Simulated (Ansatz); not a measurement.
Consider the substitution at a C–Te bond: `C[Te][SiH2]O` + `F[SiH](S)S` → `CS[SiH](F)S` + `O[SiH2][TeH]`.

Program: Ansatz. Geometries: PBE0-D4/def2-TZVP. ΔE: electronic, gas phase. CBS: MP2 limit from def2 TZ/QZ plus the TZ coupled-cluster correction, frozen cores. Functionals use def2-TZVPP. B3LYP here is the variant with VWN-RPA as its local correlation; programs differ in this. def2 core potentials past Kr. For Te outer-core shells are correlated without core-valence functions, which leaves a few kJ/mol of doubt a bond. Each species was taken in one conformer, which may not be the lowest.

Is it downhill or uphill in electronic energy at CCSD(T)/CBS, and by how much? (Best estimate.)

Computed: Uphill: ΔE = +0.12 eV.

What do these levels give: PBE0-D4, B3LYP-D4, ωB97M-V, PBE, r2SCAN, MP2/def2-TZVPP, SCS-MP2/def2-TZVPP, CCSD/def2-TZVPP, CCSD(T)/def2-TZVPP, MP2/def2-QZVPP, SCS-MP2/def2-QZVPP, CCSD/CBS(def2)? (Best estimate.)

The calculation gave: PBE0-D4 0.04, B3LYP-D4 0.06, ωB97M-V 0.06, PBE 0.06, r2SCAN 0.06, MP2/def2-TZVPP 0.13, SCS-MP2/def2-TZVPP 0.12, CCSD/def2-TZVPP 0.10, CCSD(T)/def2-TZVPP 0.10, MP2/def2-QZVPP 0.14, SCS-MP2/def2-QZVPP 0.13, CCSD/CBS(def2) 0.11 eV.

Largest T1 diagnostic among the species: 0.012.

In def2-TZVPP, CCSD(T) changes the Hartree–Fock value by +0.06 eV (the triples alone add +0.00 eV) and MP2 by +0.08 eV.
